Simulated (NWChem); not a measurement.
System: CH4F2Si; SMILES [SiH](F)(F)C

Here is an NWChem input.

```
start job
memory heap 200 mb stack 900 mb global 1100 mb
geometry units angstroms noautosym nocenter noautoz
  Si    -0.000174    -0.064445     0.335910
  C     -0.000562     1.690257    -0.236981
  F     -1.295841    -0.829825    -0.256373
  F      1.295295    -0.829658    -0.256993
  H      0.000162    -0.247281     1.806185
  H     -0.891872     2.220840     0.131751
  H      0.892461     2.220278     0.128393
  H     -0.002603     1.736897    -1.336849
end
basis spherical
  Si library 6-31g*
  C library 6-31g*
  F library 6-31g*
  H library 6-31g*
end
dft
  xc b3lyp
  iterations 150
end
cosmo
  do_cosmo_smd true
  solvent acetone
end
task dft energy
```

Output (shortened):

```
             Northwest Computational Chemistry Package (NWChem) 7.3.0
             --------------------------------------------------------

                             Geometry "geometry" -> ""
                             -------------------------

 Output coordinates in angstroms (scale by  1.889725989 to convert to a.u.)

  No.       Tag          Charge          X              Y              Z
 ---- ---------------- ---------- -------------- -------------- --------------
    1 Si                  14.0000    -0.00017400    -0.06444500     0.33591000
    2 C                    6.0000    -0.00056200     1.69025700    -0.23698100
    3 F                    9.0000    -1.29584100    -0.82982500    -0.25637300
    4 F                    9.0000     1.29529500    -0.82965800    -0.25699300
    5 H                    1.0000     0.00016200    -0.24728100     1.80618500
    6 H                    1.0000    -0.89187200     2.22084000     0.13175100
    7 H                    1.0000     0.89246100     2.22027800     0.12839300
    8 H                    1.0000    -0.00260300     1.73689700    -1.33684900

 Effective nuclear repulsion energy (a.u.)     180.9373432385

                                 NWChem DFT Module
                                 -----------------

 Summary of "ao basis" -> "ao basis" (spherical)
 ------------------------------------------------------------------------------
       Tag                 Description            Shells   Functions and Types
 ---------------- ------------------------------  ------  ---------------------
 Si                          6-31g*                  8       18   4s3p1d
 C                           6-31g*                  6       14   3s2p1d
 F                           6-31g*                  6       14   3s2p1d
 H                           6-31g*                  2        2   2s

 in cosmo_initialize ...
 calling solv_data for solv:acetone

 solvent parameters
 solvname_short: acetone
 solvname_long:  acetone
 dielec:       20.4930
 dielecinf:     1.8463
 nonaqueous SMD model solvent descriptors
 dielec:       20.4930
 sola:          0.0400
 solb:          0.4900
 solc:          0.0000
 solg:         33.7700
 solh:          0.0000
 soln:          1.3588

          ---------------
          -cosmo- solvent
          ---------------
 Cosmo: York-Karplus, doi: 10.1021/jp992097l
 dielectric constant -eps-     =  20.49
 screen = (eps-1)/(eps    )    =   0.95120
 surface charge correction     = lagrangian

[...]

                                COSMO-SMD solvation results
                                ---------------------------

             internal energy in gas <Psi(g)|H|Psi(g)> =      -529.820491666960
         internal energy in solvent <Psi(s)|H|Psi(s)> =      -529.819910006618
                               delta internal energy  =         0.000581660342 (    0.36 kcal/mol)
   total free energy in solvent <Psi(s)|H+V/2|Psi(s)> =      -529.825668869699
 polarization energy contribution <Psi(s)|V/2|Psi(s)> =        -0.005758863081 (   -3.61 kcal/mol)
    total free energy in solvent including G(SMD-CDS) =      -529.824964641908
                       G(SMD-CDS) energy contribution =         0.000704227792 (    0.44 kcal/mol)
     1 M fixed-concentration free energy of solvation =        -0.004472974947 (   -2.81 kcal/mol)

                       DFT Final Molecular Orbital Analysis
                       ------------------------------------

 Vector   19  Occ=2.000000D+00  E=-3.950678D-01
              MO Center=  4.8D-04,  9.5D-01, -1.3D-01, r^2= 3.3D+00
   Bfn.  Coefficient  Atom+Function         Bfn.  Coefficient  Atom+Function
  ----- ------------  ---------------      ----- ------------  ---------------
    21      0.363768  2 C  px                36      0.249447  3 F  py
    50     -0.249366  4 F  py                63     -0.195173  6 H  s
    65      0.195712  7 H  s                 40      0.181304  3 F  py
    54     -0.181251  4 F  py                25      0.170575  2 C  px
    64     -0.162207  6 H  s                 66      0.162580  7 H  s

 Vector   20  Occ=2.000000D+00  E=-3.879066D-01
              MO Center= -6.9D-04,  4.6D-01,  2.3D-01, r^2= 3.4D+00
   Bfn.  Coefficient  Atom+Function         Bfn.  Coefficient  Atom+Function
  ----- ------------  ---------------      ----- ------------  ---------------
    22      0.241245  2 C  py                62     -0.216547  5 H  s
    36      0.188386  3 F  py                50      0.188441  4 F  py
    23      0.177193  2 C  pz                61     -0.177922  5 H  s
     6     -0.171828  1 Si s                 37      0.167264  3 F  pz
    51      0.167360  4 F  pz                 9     -0.148929  1 Si pz

 Vector   21  Occ=2.000000D+00  E=-3.228319D-01
              MO Center= -3.0D-04,  5.8D-01,  3.4D-01, r^2= 2.8D+00
   Bfn.  Coefficient  Atom+Function         Bfn.  Coefficient  Atom+Function
  ----- ------------  ---------------      ----- ------------  ---------------
    22      0.344676  2 C  py                62      0.298431  5 H  s
     8     -0.242387  1 Si py                 9      0.227470  1 Si pz
    26      0.216834  2 C  py                61      0.205341  5 H  s
    36      0.141103  3 F  py                50      0.141090  4 F  py
    23     -0.138097  2 C  pz                37     -0.136936  3 F  pz

 Vector   22  Occ=0.000000D+00  E= 5.055532D-02
              MO Center= -3.2D-04,  1.2D-01,  5.2D-01, r^2= 3.9D+00
   Bfn.  Coefficient  Atom+Function         Bfn.  Coefficient  Atom+Function
  ----- ------------  ---------------      ----- ------------  ---------------
    11      0.979715  1 Si px                 7      0.394189  1 Si px
    38      0.379643  3 F  s                 52     -0.378814  4 F  s
    66     -0.212167  7 H  s                 64      0.210453  6 H  s
     3     -0.146834  1 Si px                40      0.117501  3 F  py
    54     -0.117656  4 F  py                36      0.116732  3 F  py

[...]
```

Level: B3LYP/6-31G* (spherical d), SMD on the gas-phase geometry. Structure relaxed at the PBE0/def2-SVP level. Solvent: acetone.
